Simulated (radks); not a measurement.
Gd18+, 46 electrons, occupied as [Kr] 4d10. Calculated with a radial shooting solver on a logarithmic mesh with Libxc functionals: scalar-relativistic Kohn-Sham, LDA (Slater exchange, Perdew-Wang correlation), spin-unpolarised, spherical densities, finite nucleus; Fermi nuclear charge, rms radius 5.1569 fm.

Local quantities along the radius. ELF = 1/(1 + alpha^2) is the electron localisation function; alpha = (tau - tau_W)/tau_unif compares the Pauli kinetic energy density with that of the uniform gas. tau is taken from the large components.

```
   r/bohr * ELF (the largest magnitude, 0.999, reaches the edge; | marks zero)
 0.001983 |                                                      *
 0.002582 |                                                      *
 0.003362 |                                                      *
 0.004413 |                                                      *
 0.005747 |                                                      *
 0.007483 |                                                      *
 0.009744 |                                                     *
  0.01269 |                                                    *
  0.01665 |                                              *
  0.02169 |                                 *
  0.02824 |                   *
  0.03677 |                   *
  0.04788 |                              *
  0.06234 |                                       *
  0.08183 |                                    *
   0.1066 |                     *
   0.1387 |                     *
   0.1807 |                                    *
   0.2352 |                                       *
   0.3063 |                 *
   0.4021 |                 *
   0.5236 |                                         *
   0.6817 |                                         *
   0.8877 |                        *
    1.156 |  *
    1.505 *
    1.976 *
```

On this mesh the ELF has minima near r = 0.032, 0.12, 0.35 bohr, which separate the shells, and maxima near 0.071 (0.73), 0.21 (0.75), 0.60 (0.81).
